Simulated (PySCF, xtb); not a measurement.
Te(F)(iPr) (C3H7FTe), SMILES CC(C)[Te]F. The values are those of a single conformer.

Harmonic wavenumbers (cm⁻¹) from GFN2-xTB (xtb) at its own minimum, in rising order: 39, 115, 220, 236, 245, 262, 393, 477, 523, 931, 944, 983, 1033, 1144, 1161, 1211, 1301, 1409, 1420, 1482, 1488, 1496, 1501, 2961, 3003, 3010, 3015, 3021, 3024, 3037.

Question: What does PBE-D3(BJ)/def2-SVP run with PySCF give at its own minimum? (An estimate is asked for; the answer gives what the named calculation found.)

Answer: 53, 133, 229, 233, 259, 268, 378, 485, 577, 868, 901, 932, 980, 1107, 1127, 1168, 1294, 1335, 1345, 1401, 1410, 1417, 1430, 2955, 2956, 3016, 3037, 3044, 3053, 3075. Paired by order, the mean absolute difference is 37 cm⁻¹ and the zero-point energies are 58.7 and 57.9 kcal/mol.
